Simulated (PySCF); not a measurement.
Computed IR spectrum (relative IR intensity) of a molecule C4H5FSi. The structure is a stationary point at PBE-D3(BJ)/def2-SVP. One conformer was computed; it need not be the lowest. Level of theory: PBE-D3(BJ)/def2-SVP (PySCF). Frequencies are harmonic and unscaled.

Lines under 2 % of the strongest are left out, and lines within 2 cm⁻¹ are merged.

```
ν (cm⁻¹)  relative intensity
--------  ------------------
202                      2.0
623                       10
633                       19
654                       11
719                       10
723                       22
832                      4.8
887                      100
921                       17
952                       24
1308                     2.6
1584                     9.6
2177                      17
2182                      41
3405                      26
```

### Question
Which structure fits?
A) C#C/C(F)=C/[SiH3]
B) C=C(F)C#C[SiH3]
C) C#C/C=C\[SiH2]F
D) FC1=C[SiH2]C=C1

### Answer
C, C#C/C=C\[SiH2]F
